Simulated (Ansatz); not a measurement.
A structure relaxed at r2SCAN-D4/def2-SVP in Ansatz, charge 0, singlet:

```xyz
4

Cd   -0.529    2.150   -0.651
Cd    0.531   -2.150    0.652
S     0.452   -0.206   -1.047
S    -0.453    0.205    1.046
```

(1) Give its formula and point group.

(2) Summarise the bond lengths by kind (pairs closer than 1.2 times the sum of covalent radii, bridged metal pairs left out).

## Answers

(1) Cd2S2 (the lowest singlet isomer of a short search). Point group D2h (tolerance 0.1 Å).

(2) 4 × Cd–S 2.58 Å; 1 × S–S 2.32 Å.

In the def2 sets Cd takes a core potential; there is no spin–orbit coupling. At PBE0-D4/def2-TZVP a triplet of charge 0 lies 0.07 eV below the restricted singlet, each at its own geometry. The structure comes from a short search, and lower isomers may exist.
